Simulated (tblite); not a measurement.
Cl₄SW, triplet, at a GFN2-xTB geometry (such geometries of metal compounds can be far from the true shape) (the multiplicity is a formal guess); GFN1-xTB (tblite).

The tblite input:
```
$ tblite run mol.xyz --method gfn1 --charge 0 --spin 2 --etemp 2000 --json tblite.json --no-restart

# file mol.xyz
6

W      0.00037218    -0.00016050     0.00039474
S      1.59769516    -0.68898674     1.69456177
Cl    -1.52008681     0.65551908    -1.61224811
Cl     0.33502183     2.12108283     0.55724884
Cl     1.25839237    -0.94869325    -1.56146984
Cl    -1.57866055    -1.17875192     1.01986914
```

The log (banner, timings and long lists left out):

```
xTB calculator
 | screened Coulomb repulsion
 | Coulomb electrostatics
 |  * isotropic Klopman-Ohno-Mataga-Nishimoto electrostatics
 |  * onsite third-order electrostatics
 | DFT-D3(BJ) dispersion correction

halogen bonding energy    0.0000000000000E+00 Eh
repulsion energy          4.7067302031288E-02 Eh
dispersion energy        -5.2157265971323E-03 Eh
number of electrons       4.0000000000000E+01 e
integral cutoff           3.6814730210589E+01 bohr

------------------------------------------------------------
  cycle        total energy    energy error   density error
------------------------------------------------------------
      1     -22.95564827451  -2.2997500E+01   6.5128823E-01
      2     -23.00634220040  -5.0693926E-02   3.4329719E-01
      3     -23.03695680059  -3.0614600E-02   2.3623904E-01
      4     -23.07111861310  -3.4161813E-02   1.2955892E-01
      5     -23.09134943047  -2.0230817E-02   6.8806284E-03
      6     -23.09138271559  -3.3285120E-05   2.4237895E-03
      7     -23.09139263146  -9.9158745E-06   4.2608318E-04
      8     -23.09139266597  -3.4508595E-08   9.8440976E-05
      9     -23.09139267641  -1.0435759E-08   2.1655427E-05
     10     -23.09139267731  -8.9902841E-10   2.6341038E-06
------------------------------------------------------------

electronic energy        -2.3133244252742E+01 Eh
total energy             -2.3091392677307E+01 Eh

Post processing:
 | Mayer-Wiberg bond orders

[Info] JSON dump of results written to 'tblite.json'
```
